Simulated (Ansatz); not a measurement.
# Nudged elastic band run: C$_{2}$H$_{5}$BO

The input (input.yaml):

```yaml
crystal:
  periodic: [false, false, false]
  atoms:
    - { symbol: B, position_ang: [-0.637343, 1.013305, -0.697271] }
    - { symbol: C, position_ang: [0.55642, 0.178899, -0.200769] }
    - { symbol: C, position_ang: [0.176091, -0.944084, 0.712428] }
    - { symbol: O, position_ang: [0.634985, -1.202823, -0.565343] }
    - { symbol: H, position_ang: [-1.573505, 0.453956, -1.216399] }
    - { symbol: H, position_ang: [-0.669431, 2.205586, -0.500921] }
    - { symbol: H, position_ang: [1.534233, 0.628853, 0.018894] }
    - { symbol: H, position_ang: [-0.881949, -1.169214, 0.906104] }
    - { symbol: H, position_ang: [0.860489, -1.164478, 1.543286] }
basis:
  gaussian: { orbitals: def2-SVP }
hamiltonian:
  xc: pbe0
  dispersion: d4
neb:
  order_check: false
  images: 9
  f_tol: 0.03
  max_iterations: 60
  final_atoms:
    - { symbol: B, position_ang: [-0.65659752, 0.77811939, -0.21374908] }
    - { symbol: C, position_ang: [0.78376152, 0.10901347, -0.36669443] }
    - { symbol: C, position_ang: [0.06530316, -0.16165329, 0.8545387] }
    - { symbol: O, position_ang: [0.30049027, -1.31671685, -0.11464659] }
    - { symbol: H, position_ang: [-1.55665852, 0.24564273, -0.86162732] }
    - { symbol: H, position_ang: [-0.68838023, 1.96450304, 0.02934345] }
    - { symbol: H, position_ang: [1.85606428, 0.14970489, -0.56035534] }
    - { symbol: H, position_ang: [-0.53809138, -1.38388617, -0.62295086] }
    - { symbol: H, position_ang: [0.43409842, -0.38472722, 1.85615046] }
  initial_path:
    images:
      - { positions_ang: [[-0.637343, 1.013305, -0.697271], [0.55642, 0.178899, -0.200769], [0.176091, -0.944084, 0.712428], [0.634985, -1.202823, -0.565343], [-1.573505, 0.453956, -1.216399], [-0.669431, 2.205586, -0.500921], [1.534233, 0.628853, 0.018894], [-0.881949, -1.169214, 0.906104], [0.860489, -1.164478, 1.543286]] }
      - { positions_ang: [[-0.64366206, 1.02946279, -0.69254461], [0.53695297, 0.18114428, -0.18327028], [0.17000471, -0.91792528, 0.75781209], [0.59138981, -1.20427669, -0.52224085], [-1.59578599, 0.48640733, -1.17105266], [-0.63309441, 2.21329501, -0.55087442], [1.52406056, 0.61569437, 0.00244892], [-0.81915835, -1.26699605, 0.78787435], [0.86928277, -1.13680577, 1.57185646]] }
      - { positions_ang: [[-0.64998112, 1.04562059, -0.68781821], [0.51748595, 0.18338955, -0.16577157], [0.16391843, -0.89176656, 0.80319618], [0.54779461, -1.20573038, -0.4791387], [-1.61806697, 0.51885866, -1.12570632], [-0.59675783, 2.22100403, -0.60082784], [1.51388811, 0.60253574, -0.01399615], [-0.75636771, -1.36477809, 0.66964469], [0.87807654, -1.10913354, 1.60042692]] }
      - { positions_ang: [[-0.65630018, 1.06177838, -0.68309182], [0.49801892, 0.18563483, -0.14827285], [0.15783214, -0.86560784, 0.84858027], [0.50419942, -1.20718407, -0.43603655], [-1.64034796, 0.55130999, -1.08035998], [-0.56042124, 2.22871304, -0.65078126], [1.50371567, 0.58937712, -0.03044123], [-0.69357706, -1.46256014, 0.55141504], [0.88687031, -1.08146131, 1.62899738]] }
      - { positions_ang: [[-0.66261925, 1.07793618, -0.67836543], [0.47855189, 0.18788011, -0.13077413], [0.15174585, -0.83944912, 0.89396436], [0.46060423, -1.20863776, -0.3929344], [-1.66262895, 0.58376132, -1.03501364], [-0.52408466, 2.23642205, -0.70073468], [1.49354322, 0.57621849, -0.0468863], [-0.63078641, -1.56034218, 0.43318538], [0.89566407, -1.05378908, 1.65756785]] }
      - { positions_ang: [[-0.66893831, 1.09409397, -0.67363903], [0.45908487, 0.19012539, -0.11327542], [0.14565957, -0.8132904, 0.93934845], [0.41700903, -1.21009145, -0.34983225], [-1.68490994, 0.61621264, -0.9896673], [-0.48774807, 2.24413107, -0.7506881], [1.48337078, 0.56305986, -0.06333138], [-0.56799577, -1.65812423, 0.31495573], [0.90445784, -1.02611685, 1.68613831]] }
      - { positions_ang: [[-0.66647015, 1.03089905, -0.58166104], [0.5240202, 0.173903, -0.16395922], [0.12958828, -0.68296298, 0.9223865], [0.39370528, -1.23141653, -0.30279512], [-1.65925965, 0.54209866, -0.9640593], [-0.5278745, 2.18820546, -0.59468179], [1.55790948, 0.48038887, -0.16273617], [-0.56201489, -1.60327662, 0.12737441], [0.81038596, -0.89783892, 1.72014074]] }
      - { positions_ang: [[-0.66400199, 0.96770414, -0.48968305], [0.58895553, 0.15768062, -0.21464302], [0.113517, -0.55263555, 0.90542455], [0.37040153, -1.25274161, -0.25575799], [-1.63360937, 0.46798468, -0.93845131], [-0.56800094, 2.13227986, -0.43867548], [1.63244818, 0.39771787, -0.26214096], [-0.55603401, -1.54842901, -0.06020691], [0.71631408, -0.76956099, 1.75414317]] }
      - { positions_ang: [[-0.66153384, 0.90450922, -0.39770506], [0.65389086, 0.14145824, -0.26532683], [0.09744572, -0.42230813, 0.8884626], [0.34709777, -1.27406669, -0.20872085], [-1.60795909, 0.3938707, -0.91284331], [-0.60812737, 2.07635425, -0.28266917], [1.70698688, 0.31504688, -0.36154575], [-0.55005313, -1.4935814, -0.24778822], [0.62224219, -0.64128307, 1.7881456]] }
      - { positions_ang: [[-0.65906568, 0.84131431, -0.30572707], [0.71882619, 0.12523585, -0.31601063], [0.08137444, -0.29198071, 0.87150065], [0.32379402, -1.29539177, -0.16168372], [-1.5823088, 0.31975671, -0.88723532], [-0.6482538, 2.02042865, -0.12666286], [1.78152558, 0.23237588, -0.46095055], [-0.54407225, -1.43873378, -0.43536954], [0.52817031, -0.51300514, 1.82214803]] }
      - { positions_ang: [[-0.65659752, 0.77811939, -0.21374908], [0.78376152, 0.10901347, -0.36669443], [0.06530316, -0.16165329, 0.8545387], [0.30049027, -1.31671685, -0.11464659], [-1.55665852, 0.24564273, -0.86162732], [-0.68838023, 1.96450304, 0.02934345], [1.85606428, 0.14970489, -0.56035534], [-0.53809138, -1.38388617, -0.62295086], [0.43409842, -0.38472722, 1.85615046]] }
```

Launched with:

```bash
$ ansatz run input.yaml --threads 1 --pin off --max-ram 2048MiB --backend cpu --events-out ev --progress --plain --runs-dir out
```

Output, in part (warnings, iteration lines, the closing report on the highest movable image, with atoms numbered from 0):

```
NEB end point (image 0): max|allowed force component| = 1.093e-2 eV/Å (the criterion of neb.relax_end_points is 1.000e-2)
NEB end point (image 10): max|allowed force component| = 9.223e-3 eV/Å (the criterion of neb.relax_end_points is 1.000e-2)
NEB iter   1: max|band force component| = 5.857e0 eV/Å  barrier→ = 4.4557 eV  barrier← = 2.8012 eV  Δτ_max = 0.1992 Å  (260 SCF iters)
NEB iter   2: max|band force component| = 3.316e0 eV/Å  barrier→ = 3.6921 eV  barrier← = 2.0377 eV  Δτ_max = 0.2000 Å  (248 SCF iters)
NEB iter   3: max|band force component| = 1.927e0 eV/Å  barrier→ = 3.3996 eV  barrier← = 1.7452 eV  Δτ_max = 0.2000 Å  (249 SCF iters)
NEB iter   4: max|band force component| = 2.976e0 eV/Å  barrier→ = 3.2013 eV  barrier← = 1.5468 eV  Δτ_max = 0.0997 Å  (251 SCF iters)
NEB iter   5: max|band force component| = 9.508e-1 eV/Å  barrier→ = 2.9261 eV  barrier← = 1.2717 eV  Δτ_max = 0.2000 Å  (239 SCF iters)
NEB iter   6: max|band force component| = 1.276e0 eV/Å  barrier→ = 2.8901 eV  barrier← = 1.2357 eV  Δτ_max = 0.0993 Å  (251 SCF iters)
NEB iter   7: max|band force component| = 1.527e0 eV/Å  barrier→ = 2.9198 eV  barrier← = 1.2654 eV  Δτ_max = 0.0501 Å  (249 SCF iters)
NEB iter   8: max|band force component| = 6.038e-1 eV/Å  barrier→ = 2.8769 eV  barrier← = 1.2225 eV  Δτ_max = 0.0357 Å  (224 SCF iters)
NEB iter   9: max|band force component| = 6.229e-1 eV/Å  barrier→ = 2.8657 eV  barrier← = 1.2113 eV  CI = image 7  Δτ_max = 0.0715 Å  (225 SCF iters)
NEB iter  10: max|band force component| = 5.595e-1 eV/Å  barrier→ = 2.9061 eV  barrier← = 1.2516 eV  CI = image 7  Δτ_max = 0.0414 Å  (229 SCF iters)
NEB iter  11: max|band force component| = 2.383e-1 eV/Å  barrier→ = 2.8963 eV  barrier← = 1.2419 eV  CI = image 7  Δτ_max = 0.0150 Å  (214 SCF iters)
NEB iter  12: max|band force component| = 1.103e-1 eV/Å  barrier→ = 2.8920 eV  barrier← = 1.2376 eV  CI = image 7  Δτ_max = 0.0296 Å  (206 SCF iters)
NEB iter  13: max|band force component| = 9.564e-2 eV/Å  barrier→ = 2.8896 eV  barrier← = 1.2352 eV  CI = image 7  Δτ_max = 0.0082 Å  (211 SCF iters)
NEB iter  14: max|band force component| = 5.193e-2 eV/Å  barrier→ = 2.8891 eV  barrier← = 1.2347 eV  CI = image 7  Δτ_max = 0.0085 Å  (208 SCF iters)
NEB iter  15: max|band force component| = 4.563e-2 eV/Å  barrier→ = 2.8887 eV  barrier← = 1.2343 eV  CI = image 7  Δτ_max = 0.0077 Å  (203 SCF iters)
NEB iter  16: max|band force component| = 2.300e-2 eV/Å  barrier→ = 2.8886 eV  barrier← = 1.2342 eV  CI = image 7  Δτ_max = 0.0000 Å  (409 SCF iters)
Total energy: -4864.49071693 eV, -178.7667365769 hartree
Atom 0 at    -0.640398     0.782281    -0.391396 Å, force     0.001652    -0.012194     0.007985 eV/Å
Atom 1 at     0.733644     0.062933    -0.446128 Å, force    -0.008321     0.000106     0.001081 eV/Å
Atom 2 at     0.000535    -0.310797     0.780593 Å, force     0.000058     0.013716     0.000886 eV/Å
Atom 3 at     0.451967    -1.349214    -0.372078 Å, force     0.003343    -0.010782     0.001927 eV/Å
Atom 4 at    -1.574866     0.353829    -1.032561 Å, force     0.002373     0.004709    -0.004713 eV/Å
Atom 5 at    -0.637855     1.915013     0.039161 Å, force     0.001136     0.003321     0.000900 eV/Å
Atom 6 at     1.800963     0.271554    -0.380898 Å, force    -0.001528     0.003265    -0.004105 eV/Å
Atom 7 at    -0.625550    -1.212145     0.070219 Å, force     0.000607     0.000501    -0.006450 eV/Å
Atom 8 at     0.491550    -0.513451     1.733096 Å, force     0.000681    -0.002643     0.002489 eV/Å
Dipole moment:     0.318024    -0.238232     0.319782 e Å
```

The run converged. A vibrational analysis at the climbing image gives one clearly imaginary mode, 1518i cm⁻¹: a first-order saddle point. The orbitals stay closed-shell, which can raise the energy where a bond breaks towards radicals; this wasn't checked here.

Final band (atoms are numbered from 1 in the order of the input):

| image | path coordinate (Å) | energy (kcal/mol) | C3–H8 (Å) | B1–C3 (Å) | O4–H8 (Å) |
| --- | --- | --- | --- | --- | --- |
| 0 | 0.00 | 0.0 | 1.10 | 2.55 | 2.11 |
| 1 | 0.31 | 0.4 | 1.10 | 2.44 | 2.11 |
| 2 | 0.61 | 1.6 | 1.10 | 2.31 | 2.11 |
| 3 | 0.92 | 3.8 | 1.10 | 2.18 | 2.09 |
| 4 | 1.23 | 8.6 | 1.09 | 2.05 | 2.00 |
| 5 | 1.53 | 23.7 | 1.08 | 1.92 | 1.78 |
| 6 | 1.84 | 49.7 | 1.13 | 1.81 | 1.49 |
| 7 | 2.14 | 66.6 | 1.31 | 1.73 | 1.17 |
| 8 | 2.46 | 55.7 | 1.61 | 1.66 | 1.00 |
| 9 | 2.77 | 43.0 | 1.85 | 1.62 | 0.98 |
| 10 | 3.09 | 38.2 | 2.01 | 1.60 | 0.98 |

The run took 3.2 min on 1 thread of Intel(R) Xeon(R) 6975P-C (Granite Rapids) (shared host), peak memory 0.17 GiB.
